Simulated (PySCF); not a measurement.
Species: C4H12O2SSi2.
Numbering: `[CH3:1][S:2][Si@@H:3]([OH:4])[O:5][C@@H:6]1[SiH2:7][C@H:8]1[CH3:9]`

Structure used (GFN2-xTB), in Å, numbered top down from 1:
```
atom  x, y, z in Å
C1     3.4735   -0.2787    1.6956
S2     3.3893    0.7048    0.1702
Si3    1.2787    1.0096    0.0367
O4     0.9111    1.5722   -1.4435
O5     0.6142   -0.4234    0.2888
C6    -0.6667   -0.9075    0.0404
Si7   -1.4888   -0.8653   -1.6692
C8    -1.8369    0.0745   -0.0661
C9    -3.0298   -0.1622    0.8316
H10    2.8119   -1.1327    1.6020
H11    3.1820    0.3387    2.5395
H12    4.5020   -0.6048    1.8088
H13    0.8810    1.9935    1.0405
H14    1.4800    2.2084   -1.8679
H15   -0.8440   -1.7549    0.6996
H16   -0.8369   -0.1818   -2.7624
H17   -2.3288   -2.0158   -1.9592
H18   -1.5055    1.1075   -0.0528
H19   -3.8761    0.4441    0.5142
H20   -3.3289   -1.2076    0.8037
H21   -2.7901    0.0983    1.8629
```

NICS = −σ at a ghost point: NICS(0) at the centroid of the ring atoms, NICS(1) 1 Å to either side along the normal of their mean plane, zz for the tensor component along that normal. Level: GIAO PBE0/pcSseg-1 (PySCF, non-relativistic, gas phase) on the GFN2-xTB geometry, one conformer.

Ring bond lengths (Å), with Mayer bond orders in brackets: C6–Si7 1.897 (0.92), Si7–C8 1.891 (0.90), C8–C6 1.531 (0.87).

Q: What do the NICS probes read (ppm)?

A: 
```tsv
ring	type	NICS(0)	NICS(1), two faces	NICS(1)zz, two faces	rms pucker (Å)	centre to ring atoms, mean (Å)
C6–Si7–C8	3-membered ring with Si; formal bonds all single	-25.1	-5.9 / -9.1	-15.8 / -18.3	0.00	1.02
```

Q: What can be read from them?

A: 
- C6–Si7–C8: mean NICS(1)zz -17.0 ppm, shielded. C6, Si7, C8 have four or more neighbours, so the value isn't read as a sign of a π ring current. NICS(0) lies 18 ppm below the mean NICS(1).

Q: What is the mean of the two in-plane components of NICS at the first NICS(1) probe listed for ring C6–Si7–C8, 1 Å off the ring?

A: The isotropic value is a third of the trace: (3 × -5.9 − (-15.8))/2 = -1.0 ppm.

Time: 86 s of wall time; peak memory 1.1 GiB. Hardware: Arm Neoverse N1, one thread, shared host. This is the whole shielding run at PBE0/pcSseg-1, SCF included.
